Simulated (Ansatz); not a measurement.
The cluster Si₂F₃⁻. Charge -1, multiplicity 1. Geometry PBE-D4/def2-SVPD, basis def2-TZVPD, Ansatz.

```xyz
5

Si   -0.424   -0.419   -0.074
Si    1.692    0.258    0.341
F    -1.958    0.241   -0.413
F     1.508    1.994    0.252
F    -0.818   -2.073   -0.106
```

| run | HOMO (eV) | LUMO (eV) |
| --- | --- | --- |
| A | -0.36 | 3.00 |
| B | 0.50 | 2.29 |
| C | -0.17 | 2.82 |
| D | -2.12 | 4.17 |
| E | 0.33 | 2.53 |

B3LYP takes the VWN-RPA correlation. The structure comes from a short search, and lower isomers may exist.

Task: The runs used B3LYP, PBE, PBE0, r2SCAN, ωB97M-V. Estimate which is which.

Result: A PBE0 (25 % exact exchange); B PBE (0 % exact exchange); C B3LYP (20 % exact exchange); D ωB97M-V (range-separated); E r2SCAN (0 % exact exchange). Exact exchange lowers occupied and raises empty levels; among semilocal functionals meta-GGAs tend to open the gap a little, and such runs are hard to tell apart. The gap grows from 1.79 eV (PBE) to 6.29 eV (ωB97M-V). At PBE-D4/def2-TZVPD, r2SCAN-D4/def2-TZVPD the highest occupied level of the charge -1 singlet lies above zero (up to 0.50 eV). By energy differences its removal costs 2.19 eV (vertical, to the charge 0 doublet, at PBE-D4/def2-TZVPD); a positive level beside a positive removal energy at the same level points to self-interaction error.
